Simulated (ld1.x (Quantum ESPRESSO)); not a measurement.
Which change was made? (Cr, TM semilocal)

```json
{
 "Element": "chromium (Cr)",
 "Generator": "ld1.x (Quantum ESPRESSO) 7.5",
 "Type": "norm-conserving Troullier–Martins (semilocal form)",
 "Functional": "PBEsol",
 "Relativity": "scalar-relativistic",
 "Frozen core": "[Ar]",
 "Valence charge": "6",
 "Reference configuration": "3d4 4s2 4p0",
 "Partial waves": "4s (bound): rc 2.65 bohr; 3d (bound): rc 1.25 bohr; 4p (bound, empty): rc 3.60 bohr",
 "Local potential": "the p channel",
 "Core correction": "Bessel-smoothed model core, default radius (core density twice the valence density)"
}
```

Cutoffs, loose and tight: the cutoffs (Ry, on a coarse ladder) from which the occupation-weighted sum of valence levels, in a spherical-Bessel basis at the reference potential, stays within 10 and 1 mRy of its value at 400 Ry. They do not see the model core or the augmentation charge, which bear on the density cutoff. Test errors are all-electron minus pseudo excitation energies from the reference, over the configurations 3d5 4s1 4p0; 3d5 4s0 4p0; 3d4 4s0 4p0; 3d3 4s0 4p0; 3d5 4s0 4p1; 3d2 4s0 4p0; 3d5 4s0.5 4p0; variants that change the core or the reference have their own tests.

The base gives: outcome: generated; cutoff, loose: 120 Ry; cutoff, tight: 140 Ry; bound ghosts: none; largest test error (meV): -1737.

Question: After one change the result is: outcome: generated; cutoff, loose: 120 Ry; cutoff, tight: 140 Ry; bound ghosts: s; largest test error (meV): -2716. Which change was it?
A. all radii but the core radius scaled by about 0.88 (s 2.34, p 3.18, d 1.10 bohr)
B. core [Ne] 3s2, valence charge 12; reference 3p6 3d5 4s1 4p0; waves now 4s (bound): rc 2.60 bohr; 3p (bound): rc 0.80 bohr; 3d (bound): rc 1.60 bohr; local potential the d channel; core correction Bessel-smoothed model core inside 0.50 bohr
C. reference 3d4.5 4s0 4p0
D. form changed from semilocal to separable (Kleinman–Bylander), still TM
E. wave 3d (bound): rc 1.25 bohr becomes 3d (bound): rc 0.84 bohr

Answer: D. The others give: wave 3d (bound): rc 1.25 bohr becomes 3d (bound): rc 0.84 bohr → outcome: generated; cutoff, loose: 230 Ry; cutoff, tight: 260 Ry; bound ghosts: none; largest test error (meV): -1766 | core [Ne] 3s2, valence charge 12; reference 3p6 3d5 4s1 4p0; waves now 4s (bound): rc 2.60 bohr; 3p (bound): rc 0.80 bohr; 3d (bound): rc 1.60 bohr; local potential the d channel; core correction Bessel-smoothed model core inside 0.50 bohr → outcome: generated; cutoff, loose: 110 Ry; cutoff, tight: 230 Ry; bound ghosts: none; largest test error (meV): -44 | reference 3d4.5 4s0 4p0 → outcome: generated; cutoff, loose: 120 Ry; cutoff, tight: 140 Ry; bound ghosts: none; largest test error (meV): -2923 | all radii but the core radius scaled by about 0.88 (s 2.34, p 3.18, d 1.10 bohr) → outcome: generated; cutoff, loose: 160 Ry; cutoff, tight: 180 Ry; bound ghosts: none; largest test error (meV): -1714. In the semilocal form every listed channel keeps its own potential, so the choice of the local channel does not act on these tests. It acts once the file is put into the separable form.
